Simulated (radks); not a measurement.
Spherical jellium clusters: N electrons in a uniform positive sphere of charge N and radius rs N^(1/3), rs = 4.96 bohr. Calculated with a radial shooting solver with Libxc functionals: non-relativistic Kohn-Sham, LDA (Slater exchange, Perdew-Wang correlation), spin-polarised, spherical densities. Levels are named by radial order and angular momentum (1s, 1p, 1d, 2s, ...), and open shells are averaged over m.

N = 4, configuration 1s2 1p(up 2, down 0). This is the lowest configuration that the search found. Occupied and some empty levels:

level    occupation  eigenvalue (eV)  <r> (bohr)
1s up             1          -3.5089       5.496
1s down           1          -3.0753       5.493
1p up             2          -2.3441       6.841
1p down           0          -1.9144       7.052
1d up             0          -1.0315       8.385
2s up             0         -0.81822       9.237
1d down           0         -0.69024       8.957
2s down           0         -0.62825       9.943

Energy (eV): total -6.27409, kinetic 5.1166, external -64.634, Hartree 31.699, exchange-correlation -11.633, background 33.178.

Electron density:

r (bohr)  n(r) (e/bohr^3)
0.263            0.002432
0.924            0.002462
1.58             0.002515
2.25             0.002569
2.91             0.002591
3.57             0.002548
4.23             0.002412
4.89             0.002173
5.55             0.001845
6.21             0.001467
6.88             0.001088
7.54            0.0007530
8.20            0.0004903
8.86            0.0003043
9.52            0.0001819
10.2            0.0001059
10.8           0.00006037
11.5           0.00003382
12.2           0.00001871
12.8           0.00001015
